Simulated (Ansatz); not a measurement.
Consider the formal exchange of groups at a C–Si bond: `CC[Si]OC` + `C[SiH2]O` → `CCC[SiH2]O` + `CO[SiH]`.

Gas-phase electronic energies from Ansatz, PBE0-D4/def2-TZVP geometries. CBS: MP2 limit from def2 TZ/QZ plus the TZ coupled-cluster correction, frozen cores. This one scheme is used for every species. Functionals use def2-TZVPP. Each species was taken in one conformer, which may not be the lowest.

```
        level  ΔE (kJ/mol)
      ωB97M-V         42.2
HF/def2-TZVPP         34.7
```

(1) What does CCSD(T)/CBS give? (Estimate.)

Largest T1 diagnostic among the species: 0.015.

Answers

(1) The calculation gave: +42.3 kJ/mol. The listed levels differ from it by -0.1, -7.6 kJ/mol.

In def2-TZVPP, CCSD(T) changes the Hartree–Fock value by +4.8 kJ/mol (the triples alone add +1.3 kJ/mol) and MP2 by +8.2 kJ/mol.
